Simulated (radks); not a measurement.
Question: Valence configurations of As+ (all share [Ar]). All-electron calculation, scalar-relativistic Kohn-Sham, BLYP, spin-polarised, spherical densities, finite nucleus; open shells are filled with parallel spins first; Fermi nuclear charge, rms radius 4.0968 fm. Program: a radial shooting solver on a logarithmic mesh with Libxc functionals. Order these by energy: 3d10 4s1 4p3; 3d8 4s2 4p4; 3d9 4s2 4p3; 3d9 4s1 4p4; 3d10 4s1.5 4p2.5; 3d10 4s2 4p2; 3d10 4p4; 3d9 4p5; 3d9.5 4s2 4p2.5.

Answer: From the lowest, in eV above it: 3d10 4s2 4p2 0.000; 3d10 4s1.5 4p2.5 4.101; 3d10 4s1 4p3 7.876; 3d9.5 4s2 4p2.5 19.081; 3d10 4p4 20.483; 3d9 4s2 4p3 40.205; 3d9 4s1 4p4 51.114; 3d9 4p5 64.095; 3d8 4s2 4p4 91.215. NIST lists [Ar] 3d10 4s2 4p2 as the ground configuration; this level of theory agrees among the configurations tried. The energies are those of spherical high-spin densities, not of single terms.
